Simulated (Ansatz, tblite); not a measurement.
Species of one formula, C$_{3}$H$_{9}$GaO (singlet), each relaxed with r2SCAN-D4/def2-SVP in Ansatz.

The xTB rows come from tblite. HSE06 is defined as in plane-wave codes, on full-range PBE exchange. Correlated methods freeze 13 core orbitals; core or outer-core shells of Ga are correlated, in sets that lack core-valence functions.

Other spin states weren't relaxed.

A: GaH2(OiPr) (C₃H₉GaO)

B: GaMe2(OMe) (C3H9GaO)

C: Ga(OCMe2)H3 (C3H9GaO)

Estimate which lies lowest at each level, and how far above it the others are (kcal/mol).


```csv
level,A,B,C
GFN1-xTB,0.0,33.8,11.7
GFN2-xTB,0.0,20.1,14.5
HF/def2-SVP,7.0,0.0,17.9
HF/def2-TZVP,8.9,0.0,19.7
LDA (SPW92)/def2-TZVP,8.0,0.0,22.3
PBE-D4/def2-SVP,7.2,0.0,18.5
PBE-D4/def2-TZVP,11.0,0.0,23.7
r2SCAN-D4/def2-TZVP,10.9,0.0,23.3
PBE0-D4/def2-SVP,7.5,0.0,20.6
PBE0-D4/def2-TZVP,10.6,0.0,24.8
HSE06-D4/def2-TZVP,10.8,0.0,25.1
CAM-B3LYP-D4/def2-TZVP,9.8,0.0,23.3
MP2/def2-SVP,7.1,0.0,21.9
MP2/def2-TZVP,12.8,0.0,30.4
CCSD/def2-SVP,6.0,0.0,19.6
CCSD(T)/def2-SVP,5.6,0.0,18.5
```
Point groups (tolerance 0.1 Å): A Cs, B not assigned, C Cs. From def2-SVP to def2-TZVP the PBE0 values move by up to 4.2 kcal/mol, so results in the small set are rough.
